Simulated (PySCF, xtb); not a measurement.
CH₅ClF₂Si₂, SMILES FC[Si@](F)([SiH3])Cl.

The structure is a stationary point at B3LYP-D3(BJ)/def2-SVP. The structure was generated by enumeration; whether it is a known compound was not checked. One conformer was computed; it need not be the lowest.

Computed with IEF-PCM-M06-2X/def2-SVP (PySCF 2.14.0).

The values are the electrostatic part of the solvation free energy, E(continuum) − E(gas) at the gas-phase geometry, in a cavity of scaled van der Waals radii (PySCF's table); cavitation and dispersion terms are not included. In vacuum the orbital gap is 10.02 eV. The dipole moment in vacuum is 1.27 D.

```csv
solvent,ε,ΔG(elec) (kcal/mol),dipole (D),gap (eV)
water,78.36,-3.6,1.60,10.02
tetrahydrofuran,7.43,-2.9,1.53,10.02
toluene,2.37,-1.7,1.40,10.02
```

For comparison, GFN2-xTB/ALPB(water) (xtb, at the GFN2-xTB geometry, all terms of that model) gives -1.7 kcal/mol.
